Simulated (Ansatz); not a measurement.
The same molecule with X = C, Si, Ge. Ansatz, PBE0-D4/def2-TZVP geometries, multiplicity 1. Each molecule was computed in one conformer, which needn't be the lowest.

Scalar relativity is left out up to krypton.

```tsv
X	molecule	mean X–H bond length / Å	mean X–O bond length / Å	LUMO energy (PBE0/def2-TZVPP) / eV	HOMO–LUMO gap (B3LYP/def2-TZVPP) / eV	LUMO energy (ωB97M-V/def2-TZVPP) / eV
Si	`OB(O)O[SiH3]`	1.484	1.653	0.15	8.59	1.65
Ge	`OB(O)[O][GeH3]`	1.534	1.793	0.18	8.40	1.76
```

Task: Give the row for X = C, `COB(O)O`. (An estimate is asked.)

Result: The calculation gave: 
| X | molecule | mean X–H bond length / Å | mean X–O bond length / Å | LUMO energy (PBE0/def2-TZVPP) / eV | HOMO–LUMO gap (B3LYP/def2-TZVPP) / eV | LUMO energy (ωB97M-V/def2-TZVPP) / eV |
| --- | --- | --- | --- | --- | --- | --- |
| C | `COB(O)O` | 1.092 | 1.413 | 0.75 | 8.55 | 2.08 |

From C to Ge the mean X–H bond length rises at each step, by 0.442 Å in all; the mean X–O bond length rises at each step, by 0.380 Å in all; the LUMO energy (PBE0/def2-TZVPP) isn't monotonic: highest at C, lowest at Si; the HOMO–LUMO gap (B3LYP/def2-TZVPP) isn't monotonic: highest at Si, lowest at Ge; the LUMO energy (ωB97M-V/def2-TZVPP) isn't monotonic: highest at C, lowest at Si. Bonds lengthen as the atom grows down the group.

B3LYP here is the variant with VWN-RPA as its local correlation; programs differ in this.
